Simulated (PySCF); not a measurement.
Ge(H)2(Br)(OH) (BrGeH3O), SMILES [OH][GeH2][Br]. Atoms are numbered in the order given.

```xyz
6

Ge     0.2920    -0.9344    -0.0031
O      1.9751    -0.6962    -0.4871
Br    -0.7846     1.1112     0.1032
H     -0.3348    -1.7630    -1.1232
H      0.1888    -1.5438     1.4037
H      2.4648    -0.1145     0.1051
```
Charge 0, spin multiplicity 1.

The structure is a stationary point at PBE0-D3(BJ)/def2-SVP. One conformer was computed; it need not be the lowest.

These are HF/def2-TZVPD (PySCF) values and carry that method's errors.

Isolated molecule, no solvent.

Computed frontier levels, gap, dipole moment and polarisability:
highest occupied level: -11.37 eV
lowest empty level: 1.48 eV
orbital gap: 12.85 eV
dipole moment: 1.67 D
quadrupole, principal values (traceless, Buckingham form, about the centre of nuclear charge): -7.62, 1.11, 6.51 D·Å
mean static polarisability: 53.0 bohr³ (7.86 Å³)
polarisability, principal values: 47.5, 48.7, 62.9 bohr³
